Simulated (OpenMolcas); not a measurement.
Mn4+: effect of the metal basis and ligand basis

Mn4+ with 4 ligands (chloride) in tetrahedral coordination (Td) at 2.15 Å.

```
Program             : OpenMolcas 26.06
Method              : CASSCF
Spin-orbit coupling : state interaction with AMFI integrals over the reference wave functions
```

Fixed: active space 3 electrons in 5 orbitals (3d), DKH2 Hamiltonian.

States (labels of Td). Energies in cm-1 above the lowest state or level, χT in cm3 K/mol; under a threefold ground state the first gap can be a small split of the lowest multiplet, not the spin-orbit step.

```tsv
Run	Metal basis	Ligand basis	Ground state	First state of that spin	First gap with spin-orbit (degeneracies)	χT at 300 K	First state of another spin	Cost
A	ANO-RCC-VDZP	ANO-RCC-VDZP	4T1	4T2 8813	25.9 (4, 2)	1.532	2E 11652	roughly 30 core-seconds
B	ANO-RCC-VTZP	ANO-RCC-VTZP	4T1	4T2 8776	25.8 (4, 2)	1.511	2E 11957	roughly 2.2 core-minutes
```

Against A, the first state of the same spin changes by -0.4 % in B.

Costs are those of the RASSCF and RASSI steps.

An orbital triplet at a regular site is open to Jahn-Teller coupling, which can distort the site and quench the lowest spin-orbit gaps and is left out. Without dynamic correlation the repulsion within the d shell is too large (B by tens of per cent), so at a given field states of lower spin stand too high. Ligand-to-metal charge-transfer states are missing. With no ligand orbital active B as a rule stays too high, so bands that hang on it stand too high and its fall with covalency is understated. With metal d orbitals alone and no dynamic correlation the field as a rule comes out too small, by tens of per cent, by up to half for chloride and softer ligands. The least metal-like active orbital is 74 % on the metal (Löwdin) and no ligand orbital is active, so the numbers are rough (holds for A). The least metal-like active orbital is 75 % on the metal (Löwdin) and no ligand orbital is active, so the numbers are rough (holds for B). No measured value stands beside these numbers; the geometry was imposed, not optimised, and the real ion may take another.
